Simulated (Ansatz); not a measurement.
`N[SiH]([SiH3])[SiH3]` + H–F → `F[SiH]([SiH3])[SiH3]` + NH₃ at 500 K and 1 bar (ligand exchange at the Si–N bond).

Program: Ansatz. Geometries: PBE0-D4/def2-TZVP. ΔE: electronic, gas phase. CCSD(T)/CBS is the MP2 limit (def2-TZVPP, def2-QZVPP) plus CCSD(T) − MP2 in def2-TZVPP, frozen cores. This one scheme is used for every species. Each species was taken in one conformer, which may not be the lowest.

```tsv
species	CCSD(T)/CBS energy (Eh)	H − E (kJ/mol)	S (J/(mol·K))
`N[SiH]([SiH3])[SiH3]`	-927.36405	282.5	475.5
H–F	-100.39570	39.4	188.7
`F[SiH]([SiH3])[SiH3]`	-971.28016	215.0	451.9
NH₃	-56.50880	108.2	211.8
```

H − E and S are ideal-gas, rigid-rotor, harmonic terms from PBE0-D4/def2-TZVP, for one conformer and one mirror image of each species. 1 Eh = 2625.50 kJ/mol, R = 8.31446 J/(mol·K).

Question: By hand: ΔE, ΔH, ΔS and ΔG.

Answer: ΔE = (-971.28016) + (-56.50880) − (-927.36405) − (-100.39570) = -0.02921 Eh = -76.7 kJ/mol. Δ(H − E) = 215.0 + 108.2 − 282.5 − 39.4 = 1.3, so ΔH = -75.4 kJ/mol. ΔS = 451.9 + 211.8 − 475.5 − 188.7 = -0.5 J/(mol·K). ΔG = -75.4 − 500 × (-0.5)/1000 = -75.2 kJ/mol.

Question: By hand: the equilibrium constant, and the temperature at which ΔG would vanish if ΔH and ΔS stayed fixed.

Answer: log₁₀ K = −ΔG/(RT ln 10) = 7.9. ΔG = 0 at ΔH/ΔS = 150800 K, far beyond where these terms or the molecules hold.

The number of gas molecules stays the same, so ΔS is small and ΔH decides. A doubt of 5 kJ/mol in ΔE shifts log₁₀ K by 0.5 here. Other conformers and mirror images would add mixing entropy, several J/(mol·K) or more a flexible species. These are equilibria of isolated gas molecules and say nothing of rates. Largest T1 diagnostic: 0.013 (customary marks: 0.02 for closed shells, 0.045 for open ones).
